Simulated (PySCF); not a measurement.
Si(Cl)2(GeH3)(OH) (Cl₂GeH₄OSi), SMILES Cl[Si](O)([GeH3])Cl.

Geometry optimised at ωB97X-D3(BJ)/def2-SVP. The structure was generated by enumeration, and PubChem lists no compound with its InChIKey, so it may never have been made. One conformer was computed; it need not be the lowest.

Method: PBE/def2-TZVP (PySCF).

The molecule is in vacuum.

The total energy is -3363.83310 hartree. The point group is Cs and the highest occupied level is -7.33 eV. The lowest empty level comes out as -1.02 eV and the orbital gap is 6.30 eV. The dipole moment is 0.84 D and the quadrupole, principal values (traceless, Buckingham form, about the centre of nuclear charge) is -4.95, -4.06, 9.01 D·Å. The mean static polarisability is 85.8 bohr³ (12.72 Å³). The polarisability, principal values is 74.7, 86.5, 96.3 bohr³.
